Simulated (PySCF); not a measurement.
## Where the electron goes

C5H5ClO.
Numbering: `[CH2:1]=[CH:2][C:3](=[CH2:4])[C:5](=[O:6])[Cl:7]` (hydrogens: H8, H9 on C1; H10 on C2; H11, H12 on C4)

The calculation used TDDFT CAM-B3LYP/def2-SVPD, vertical, gas phase, core orbitals frozen in the response (PySCF). Geometry: GFN2-xTB, one conformer, isolated molecule. GFN2-xTB frequencies show an imaginary mode (44i cm⁻¹), so this geometry is no minimum at that level. Torsions of this conformer, `[CH2:1]=[CH:2][C:3](=[CH2:4])[C:5](=[O:6])[Cl:7]`: C1–C2–C3–C4 180°, C2–C3–C5–O6 0°.

Frontier orbitals with the atoms that hold most of them (Löwdin shares over 4%, at most four atoms; ? is withheld):

| orbital | ε (eV) | atoms |
| --- | --- | --- |
| LUMO+2 | 1.31 | Cl7 38%, C4 17%, C5 11%, H11 9% |
| LUMO+1 | 0.59 | C1 26%, C2 22%, C5 14%, O6 10% |
| LUMO | ? | C4 28%, C5 18%, O6 17%, C3 15% |
| HOMO | -8.78 | ? |
| HOMO-1 | -9.88 | ? |
| HOMO-2 | -10.75 | Cl7 72%, C5 8%, C3 4% |
| HOMO-3 | -10.80 | Cl7 75%, O6 13%, C5 10% |

(1) Give the leading atoms of the HOMO-1.

(2) Give the leading atoms of the HOMO.

(3) What is the LUMO energy, and the HOMO–LUMO gap?

## Answers

(1) O6 (bonded to C) 47%; Cl7 (bonded to C) 30%; C5 (bonded to C, Cl and O) 6%; C3 (bonded to 3 C) 5%. By element: oxygen 47%, chlorine 30%, carbon 11% or more.

(2) C1 (bonded to C and 2 H) 28%; C2 (bonded to 2 C and H) 24%; C4 (bonded to C and 2 H) 18%; C3 (bonded to 3 C) 15%.

(3) ε(LUMO) = -1.37 eV; the gap is 7.41 eV (0.2724 hartree).

**Question.** The HOMO–LUMO gap is 7.41 eV. Where does the response calculation put the lowest singlet, and from which orbitals?

**Answer.** S1 is at 4.42 eV (f = 0.0002), 2.99 eV below the gap, made of HOMO-1→LUMO (88%). Its leading pair isn't HOMO and LUMO; the energies of that pair differ by 8.51 eV. 

**Question.** One configuration dominates each of S1, S2, S3 and S5. Which, and how do the shares of the two leading atoms of either orbital change from the occupied to the empty one?

**Answer.** 
- S1 (4.42 eV, f 0.0002), HOMO-1→LUMO (88%): O6 47% → 17%, Cl7 30% → at most 16%, C4 at most 5% → 28%, C5 6% → 18%
- S2 (4.75 eV, f 0.130), HOMO→LUMO (95%): C1 28% → at most 16%, C2 24% → at most 16%, C4 18% → 28%, C5 at most 15% → 18%
- S3 (5.81 eV, f 0.0001), HOMO-2→LUMO (94%): Cl7 72% → at most 16%, C5 8% → 18%, C4 at most 4% → 28%
- S5 (6.53 eV, f 0.366), HOMO→LUMO+1 (88%): C1 28% → 26%, C2 24% → 22%

Löwdin shares depend on the basis, the more so with diffuse functions.
